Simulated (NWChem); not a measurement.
# SiNH3, singlet; SMILES N[SiH]

```xyz
5

Si     0.0886    -0.6844     0.0000
H     -1.4410    -0.8550     0.0000
N      0.0216     1.0327     0.0000
H     -0.8151     1.6080     0.0000
H      0.8646     1.5987     0.0000
```
Atoms are numbered in this order, from 1.

Low-valent species are run as closed-shell singlets; no triplet was tried in these runs. Structure relaxed at the PBE0/def2-SVP level. B3LYP is NWChem's, with the RPA form of VWN correlation.

Symmetry labels are those of Cs in the frame above (b1 and b2, or b-type labels, depend on it). States above −ε(HOMO) = 6.2 eV lie in this functional's continuum and hang on the basis.

**Question.** List the 4 lowest vertical singlet excitations from B3LYP/def2-SVPD, TDA (NWChem).

**Answer.** 
```csv
state,energy (eV),oscillator strength,symmetry,leading excitation (squared amplitude)
S1,3.74,0.040,a",HOMO → LUMO (0.96)
S2,5.37,0.070,a',HOMO → LUMO+1 (0.95)
S3,6.50,0.091,a',HOMO−1 → LUMO (0.76)
S4,6.58,0.231,a',HOMO → LUMO+2 (0.80)
```
